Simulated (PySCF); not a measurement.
Simulation results for CH6BSi, CH6BO

All values are calculated (PySCF 2.14.0). Calculation on a computer-drawn molecule: the log of a Hartree-Fock and frozen-core CCSD(T) single point meant for a local Hartree-Fock minimum, with one planted fault or none, to be diagnosed. Offsets are logged minus clean, where the clean run is the same molecule without the fault. The reference is restricted for singlets and unrestricted otherwise, and also for a bond in bohr or an excited solution. Adding or removing an electron swaps singlet and doublet. The excited solution moves the top pair (singlet) or top alpha electron (doublet) to the lowest empty orbital. Highest occupied and lowest empty are orbital energies over both spins, largest force is the largest gradient component, triples share is (T) over the correlation energy, the T1 limit is 0.02 restricted and 0.045 unrestricted, electrons count all cores, a negative frequency is imaginary (commonest isotopes), and the dipole is about the centre of nuclear charge.

Common to all runs: meant charge -1; meant multiplicity 1; logged SCF converged yes; possible faults no fault, one electron removed, one electron added, multiplicity raised by two, geometry at a saddle point, SCF held on an excited solution, minimal basis STO-3G, one bond length entered in bohr, all coordinates scaled.

(1) 
```xyz
9
formula=CH6BSi meant_basis=aug-cc-pV(D+d)Z logged_electrons=32 logged_basis_functions=132 logged_spin_squared=1.2834 logged_highest_occupied=-3.5663 logged_lowest_empty=3.444 logged_largest_force=0.027063 logged_T1_diagnostic=0.079777 logged_D1_diagnostic=0.27609 logged_triples_share=0.048761 logged_CC_converged=yes logged_dipole_magnitude=5.1881 logged_SCF_stable_within_its_kind=yes logged_energy_HF=-354.81408 logged_energy_CCSD(T)=-355.24874 planted_fault=one_bond_length_entered_in_bohr,row_8_of_the_drawn_bonds HF_energy_offset_from_clean_run=60.6 CCSD(T)_energy_offset_from_clean_run=70.23
B      0.3601    -1.9311    -1.1674
C     -0.7595    -1.3639    -2.2291
Si    -2.3222    -0.7263    -1.9285
H      1.4078    -1.2651    -1.2905
H     -0.0469    -1.8587     0.0053
H      0.6197    -3.1182    -1.4495
H     -0.4904    -1.3868    -3.2875
H     -2.9334    -0.5822    -0.5888
H     -4.0605     0.1856    -3.9400
```

Units: logged_highest_occupied, logged_lowest_empty in eV; logged_largest_force in hartree/bohr; logged_dipole_magnitude in debye; logged_energy_HF, logged_energy_CCSD(T) in hartree; HF_energy_offset_from_clean_run, CCSD(T)_energy_offset_from_clean_run in kcal/mol.

Drawn bonds:
```csv
atom,other atom,order
1,2,1
2,3,2
1,4,1
1,5,1
1,6,1
2,7,1
3,8,1
3,9,1
```

Notes: T1 above single-reference limit.

(2) 
```xyz
9
formula=CH6BO meant_basis=aug-cc-pVDZ logged_electrons=26 logged_basis_functions=123 logged_spin_squared=0 logged_highest_occupied=0.43593 logged_lowest_empty=-4.3679 logged_largest_force=0.15498 logged_CC_converged=no logged_dipole_magnitude=3.1776 logged_SCF_stable_within_its_kind=no logged_energy_HF=-140.34705
B      0.0940    -0.3588    -0.4649
C      0.4885    -1.1647     0.9081
O     -0.6623    -1.5800     1.6801
H     -0.5628     0.6702    -0.1765
H     -0.6128    -1.0926    -1.1967
H      1.1265    -0.0294    -1.0845
H      1.0670    -2.0749     0.6966
H      1.1089    -0.5529     1.5778
H     -1.4141    -1.2819     1.1988
```

Units: logged_highest_occupied, logged_lowest_empty in eV; logged_largest_force in hartree/bohr; logged_dipole_magnitude in debye; logged_energy_HF in hartree.

Drawn bonds:
```csv
atom,other atom,order
1,2,1
2,3,1
1,4,1
1,5,1
1,6,1
2,7,1
2,8,1
3,9,1
```

Notes: CCSD not converged; highest electron not bound in this basis.

(3) 
```xyz
9
formula=CH6BO meant_basis=aug-cc-pVDZ logged_electrons=25 logged_basis_functions=123 logged_spin_squared=0.7593 logged_highest_occupied=-11.742 logged_lowest_empty=-1.9952 logged_largest_force=0.13831 logged_T1_diagnostic=0.030294 logged_D1_diagnostic=0.17407 logged_triples_share=0.030784 logged_CC_converged=yes logged_dipole_magnitude=1.5105 logged_SCF_stable_within_its_kind=yes logged_energy_HF=-140.76293 logged_energy_CCSD(T)=-141.2763
B      0.0940    -0.3588    -0.4649
C      0.4885    -1.1647     0.9081
O     -0.6623    -1.5800     1.6801
H     -0.5628     0.6702    -0.1765
H     -0.6128    -1.0926    -1.1967
H      1.1265    -0.0294    -1.0845
H      1.0670    -2.0749     0.6966
H      1.1089    -0.5529     1.5778
H     -1.4141    -1.2819     1.1988
```

Units: logged_highest_occupied, logged_lowest_empty in eV; logged_largest_force in hartree/bohr; logged_dipole_magnitude in debye; logged_energy_HF, logged_energy_CCSD(T) in hartree.

Drawn bonds:
```csv
atom,other atom,order
1,2,1
2,3,1
1,4,1
1,5,1
1,6,1
2,7,1
2,8,1
3,9,1
```

Q: Which fault was planted in the run of CH6BO (entry 2)?
A: SCF held on an excited solution

Q: Which fault was planted in the run of CH6BO (entry 3)?
A: one electron removed

Further results for CH6BO (entry 2):

* HF energy offset from clean run: 347.1 kcal/mol

Further results for CH6BO (entry 3):

* HF energy offset from clean run: 86.13 kcal/mol
* CCSD(T) energy offset from clean run: 104.5 kcal/mol
